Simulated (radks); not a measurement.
The numbers below are computed, except where a source is named.
Q: Valence configurations of the tellurium ion Te2+ (all share [Kr]). Level of theory: Dirac Kohn-Sham, PBE, spin-unpolarised, spherical densities, point nucleus; open shells fill j = l - 1/2 first (a radial shooting solver on a logarithmic mesh with Libxc functionals). Order these by energy: 4d9 5s2 5p3; 4d10 5s1 5p3; 4d10 5s2 5p2; 4d10 5s1.5 5p2.5; 4d9 5s1 5p4; 4d10 5s0.5 5p3.5; 4d9 5s1.5 5p3.5; 4d9.5 5s1 5p3.5; 4d8 5s2 5p4; 4d10 5p4.

A: From the lowest, in eV above it: 4d10 5s2 5p2 0.000; 4d10 5s1.5 5p2.5 5.364; 4d10 5s1 5p3 10.767; 4d10 5s0.5 5p3.5 16.207; 4d10 5p4 21.683; 4d9.5 5s1 5p3.5 30.865; 4d9 5s2 5p3 40.718; 4d9 5s1.5 5p3.5 46.449; 4d9 5s1 5p4 52.215; 4d8 5s2 5p4 86.493. NIST lists [Kr] 4d10 5s2 5p2 as the ground configuration; this level of theory agrees among the configurations tried. The energies are those of spherical spin-averaged densities, not of single terms.
